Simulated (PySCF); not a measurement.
# CH8FPSi2: core ionisation energies

CH₈FPSi₂.
SMILES with atom numbers: `[CH3:1][Si@@H:2]([F:3])[SiH2:4][PH2:5]`

Method used: delta-SCF UKS SCAN, pcX-2 on the ionised atom, pcseg-1 elsewhere, spin-free X2C (PySCF). These are vertical core ionisation energies against the vacuum level, from separate self-consistent calculations with and without the core hole.

Task: What binding energy does each computed site have?

Result: 
```csv
atom(s),bonded to,level,binding energy (eV),2p1/2 (eV),above the level's lowest (eV),count
C1,3 H and Si,C 1s,290.42,–,0.00,1
Si2,"F, C, H and Si",Si 2p3/2,107.46,108.09,+0.96,1
Si2,"F, C, H and Si",Si 1s,1847.32,–,+1.15,1
F3,Si,F 1s,691.82,–,0.00,1
Si4,"2 H, P and Si",Si 2p3/2,106.50,107.12,0.00,1
Si4,"2 H, P and Si",Si 1s,1846.17,–,0.00,1
P5,2 H and Si,P 2p3/2,136.27,137.16,0.00,1
P5,2 H and Si,P 1s,2149.76,–,0.00,1
```

The listed Si 1s values span 1.15 eV, from Si4 (bonded to 2 H, P and Si) to Si2 (bonded to F, C, H and Si). Summing the Pauling electronegativity differences to the bonded atoms, each weighted by its formal bond order, gives +0.89 for the lowest site and +3.03 for the highest.

Lowest listed Si 2p3/2: Si4, bonded to 2 H, P and Si. Highest, 0.96 eV above it: Si2, bonded to F, C, H and Si. Summing the Pauling electronegativity differences to the bonded atoms, each weighted by its formal bond order, gives +0.89 for the lowest site and +3.03 for the highest.

Task: Give the binding energy of Si 1s of Si2 in hartree and in kJ/mol.

Result: 1847.32 eV = 67.8878 Eh = 178239 kJ/mol.

The 2p values add to the ΔSCF energy of one spin-free hole a correction within the shell (spin–orbit coupling, ligand field). 2p1/2 minus 2p3/2 (ligand field included): Si 0.63 eV (mean over sites), P 0.89 eV. Geometry: GFN2-xTB, one conformer, isolated molecule.

Time: 44 s of wall time; peak memory 0.59 GiB. Hardware: an Intel Xeon Platinum 8488C with one thread, shared host.

The values belong to the conformer `[CH3:1][Si@@H:2]([F:3])[SiH2:4][PH2:5]`: C1–Si2–Si4–P5 75°, H–P5–Si4–Si2 -163°, H–P5–Si4–Si2 -70°.
